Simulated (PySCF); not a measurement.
# Exercise with solution: oscillator strength and radiative lifetime

C2H7O2, SMILES C(CO)[OH2+], charge +1.

The structure is a stationary point at B3LYP-D3(BJ)/def2-SVP. The isomer is the one that the SMILES or the coordinates give; other isomers of the formula were not compared. The values are those of a single conformer.

TDA-ωB97X/def2-SVPD (PySCF 2.14.0) puts the first singlet state with f over 0.02 at 11.19 eV (vertical), with the transition dipole (0.004, -0.464, 0.201) in atomic units.

Task: Find the oscillator strength, the wavelength and the radiative lifetime that this transition would have in vacuum if emission retraced absorption.

Result: 
|μ|² = 0.2557 au, so |μ| = 1.29 D. ΔE = 11.19/27.211 = 0.4112 hartree. f = (2/3) ΔE |μ|² = 0.070 (the program prints 0.070).
λ = 1239.84/11.19 = 111 nm; ν = 90253 cm⁻¹.
Einstein's coefficient A = 0.6670 ν² f s⁻¹ (ν in cm⁻¹) = 3.8e8 s⁻¹, so τ = 1/A = 2.6 ns. This state is S6; the lower singlets have f = 0.003, 0.010, 0.003, 0.004, 0.008. The figure is the radiative limit of this one transition; relaxation, internal conversion, crossing to triplets and a medium change what is measured.
